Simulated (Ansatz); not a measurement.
C3H11NOSi (SMILES CCO[SiH](C)N), singlet, geometry from GFN2-xTB; Ansatz (a quantum-chemistry and plane-wave program) with PBE/pcseg-1.

Ansatz was given this input:
Ansatz 0.2 input:
```yaml
crystal:
  periodic: [false, false, false]
  atoms:
    - {symbol: Si, position_ang: [-1.01037654, -0.22930038, 0.16212264]}
    - {symbol: C, position_ang: [-1.81265220, -0.63606316, -1.50618511]}
    - {symbol: N, position_ang: [-1.32739230, 1.33950582, 0.82819634]}
    - {symbol: O, position_ang: [0.57249321, -0.34877018, -0.16870715]}
    - {symbol: C, position_ang: [1.64741517, -0.10081281, 0.69332176]}
    - {symbol: C, position_ang: [2.92279988, 0.07384859, -0.11806339]}
    - {symbol: H, position_ang: [-1.44662612, -1.13945418, 1.22732720]}
    - {symbol: H, position_ang: [-1.47654480, 0.03181130, -2.29386235]}
    - {symbol: H, position_ang: [-2.89163436, -0.54423268, -1.43224313]}
    - {symbol: H, position_ang: [-1.59132067, -1.64975278, -1.82123761]}
    - {symbol: H, position_ang: [-2.27083409, 1.56809070, 1.09428686]}
    - {symbol: H, position_ang: [-0.90566550, 2.13789248, 0.37821023]}
    - {symbol: H, position_ang: [1.75101794, -0.94651155, 1.38446875]}
    - {symbol: H, position_ang: [1.44650034, 0.79674020, 1.28882315]}
    - {symbol: H, position_ang: [3.11208203, -0.82031321, -0.70617162]}
    - {symbol: H, position_ang: [2.81924016, 0.91693132, -0.79628856]}
    - {symbol: H, position_ang: [3.76548007, 0.25078882, 0.54481333]}
basis:
  gaussian:
    orbitals: pcseg-1.json
hamiltonian:
  xc: pbe
```
The basis file holds pcseg-1 in the JSON format of the Basis Set Exchange.

The log (banner, timings and long lists left out):

```
Functional definition: PBE
1623 factors; their error is unknown
mean field evaluation 1: about -14668.7701 eV, gradient 1.0e2 eV
mean field evaluation 2: about -14624.5382 eV, gradient 1.7e2 eV
mean field evaluation 4: about -14692.3433 eV, gradient 1.4e1 eV
mean field evaluation 8: about -14692.7410 eV, gradient 2.5e-1 eV
mean field evaluation 16: about -14692.6349 eV, gradient 9.4e-4 eV
mean field -14692.63489761 eV, -539.9443734617 hartree, gradient 4.4e-5 eV, S^2 0.000000; 0 other end points of the search recorded, 0 dependent functions left out
reference -14692.63494683 eV, -539.9443752704 hartree; 29, 29 occupied and 114, 114 virtual orbitals, 1623 factors
Total energy: -14692.63494683 eV, -539.9443752704 hartree
```
